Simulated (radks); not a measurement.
Task: Ru, configuration [Kr] 4d6.5 5s1 5p0.5 (fractional occupations, a model configuration). Method: scalar-relativistic Kohn-Sham, r2SCAN, spin-polarised, spherical densities, finite nucleus; open shells are filled with parallel spins first (spin-orbit coupling, left out, can overturn this in heavy ions); meta-GGA in the generalised Kohn-Sham scheme; Fermi nuclear charge, rms radius 4.4809 fm; computed with a radial shooting solver on a logarithmic mesh with Libxc functionals. Some entries of the table are withheld. Estimate them.

orbital,occ.,eigenvalue (Ry),<1/r> (bohr^-1),<r^2> (bohr^2)
1s up,1,-1615.880,45.87,0.001510
1s down,1,-1615.880,45.87,0.001510
2s up,1,-233.4374,10.38,0.02499
2s down,1,-233.3869,10.38,0.02499
2p up,3,-208.8839,10.05,0.01970
2p down,3,-208.8465,10.06,0.01969
3s up,1,-41.64730,3.607,0.1847
3s down,1,-41.63200,3.605,0.1847
3p up,3,-33.50948,3.428,0.1882
3p down,3,-33.48873,3.427,0.1882
3d up,5,-20.45818,3.194,0.1767
3d down,5,-20.41746,3.193,0.1766
4s up,1,-6.02107,1.333,1.187
4s down,1,-5.80572,1.342,1.175
4p up,3,-3.76542,1.190,1.467
4p down,3,-3.53191,1.199,1.448
4d up,5,(1),0.8345,3.257
5s up,1,-0.45452,0.4052,11.50
4d down,1.5,(2),0.8301,3.431
5s down,0,-0.23705,0.3682,14.13
5p up,0.5,-0.13617,(3),22.58

Result: 
(1) 4d up eigenvalue (Ry): -0.61639
(2) 4d down eigenvalue (Ry): -0.36183
(3) 5p up <1/r> (bohr^-1): 0.2925
